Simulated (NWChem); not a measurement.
# SnNH2ClF2; SMILES [F][Sn]([F])([Cl])[NH2]

```xyz
7

N     -0.2678     1.1461     1.7634
Sn     0.0000     0.2166     0.0060
F     -1.3774     0.7428    -1.2278
F      1.6833     0.7248    -0.7727
Cl    -0.0209    -2.0901     0.0958
H      0.5508     1.7026     2.0097
H     -1.0767     1.7663     1.7241
```
Atoms are numbered in this order, from 1.

Program: NWChem. Geometry: optimised at PBE0/def2-SVP (def2 core potentials past Kr).

For level Hartree-Fock/3-21G, non-relativistic:

```yaml
highest occupied level (eV): -12.33
orbital gap (eV): 13.84
dipole (D): 3.87
```

Problem. How do the values read with level Hartree-Fock/STO-3G, non-relativistic instead?

Solution. highest occupied level (eV): -9.11
orbital gap (eV): 16.19
dipole (D): 3.44
